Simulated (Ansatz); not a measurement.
Chlorotrimethylsilane → ethane + `C[Si]Cl` at 700 K and 1 bar (silylene formation by 1,1-elimination).

Gas-phase electronic energies from Ansatz, PBE0-D4/def2-TZVP geometries. CCSD(T)/CBS adds triple-zeta CCSD(T) − MP2 to the extrapolated MP2 energy (def2 sets, frozen cores). This one scheme is used for every species.

```json
{"species": "`C[Si](C)(C)Cl`", "CCSD(T)/CBS energy (Eh)": "-868.53638", "H − E (kJ/mol)": "391.4", "S (J/(mol·K))": "508.6"}
{"species": "`CC`", "CCSD(T)/CBS energy (Eh)": "-79.71954", "H − E (kJ/mol)": "238.1", "S (J/(mol·K))": "289.3"}
{"species": "`C[Si]Cl`", "CCSD(T)/CBS energy (Eh)": "-788.72093", "H − E (kJ/mol)": "144.7", "S (J/(mol·K))": "366.5"}
```

H − E and S are ideal-gas, rigid-rotor, harmonic terms from PBE0-D4/def2-TZVP. 1 Eh = 2625.50 kJ/mol, R = 8.31446 J/(mol·K).

Task: By hand: ΔE, ΔH, ΔS and ΔG.

Result: ΔE = (-79.71954) + (-788.72093) − (-868.53638) = 0.09591 Eh = 251.8 kJ/mol. Δ(H − E) = 238.1 + 144.7 − 391.4 = -8.6, so ΔH = 243.2 kJ/mol. ΔS = 289.3 + 366.5 − 508.6 = 147.2 J/(mol·K). ΔG = 243.2 − 700 × (147.2)/1000 = 140.2 kJ/mol.

Task: By hand: the equilibrium constant, and the temperature at which ΔG would vanish if ΔH and ΔS stayed fixed.

Result: log₁₀ K = −ΔG/(RT ln 10) = -10.5. ΔG = 0 at ΔH/ΔS = 1652 K.

The number of gas molecules changes by +1, which sets the sign of ΔS. A doubt of 5 kJ/mol in ΔE shifts log₁₀ K by 0.4 here. These are equilibria of isolated gas molecules and say nothing of rates. Largest T1 diagnostic: 0.012 (customary marks: 0.02 for closed shells, 0.045 for open ones).
